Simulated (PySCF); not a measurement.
F₃In, charge -1, multiplicity 2. Atoms are numbered in the order given.

```xyz
4

In     0.0000     0.0000    -0.2713
F      1.6619    -0.9595     0.4924
F      0.0000     1.9190     0.4924
F     -1.6619    -0.9595     0.4924
```
Charge -1, spin multiplicity 2.

Coordinates come from a B3LYP-D3(BJ)/def2-SVPD optimisation. The def2 effective core potentials stand for the cores of In; spin–orbit coupling is left out.

Method: C-PCM-PBE0/def2-SVPD in PySCF.

The values are the electrostatic part of the solvation free energy, E(continuum) − E(gas) at the gas-phase geometry, in a cavity of scaled van der Waals radii (PySCF's table); cavitation and dispersion terms are not included. A continuum can't describe solvent molecules that bind to the metal.

```json
[
 {"solvent": "water", "ε": "78.36", "ΔG(elec) (kcal/mol)": "-58.5"},
 {"solvent": "1-octanol", "ε": "9.86", "ΔG(elec) (kcal/mol)": "-53.1"},
 {"solvent": "acetonitrile", "ε": "35.69", "ΔG(elec) (kcal/mol)": "-57.6"}
]
```
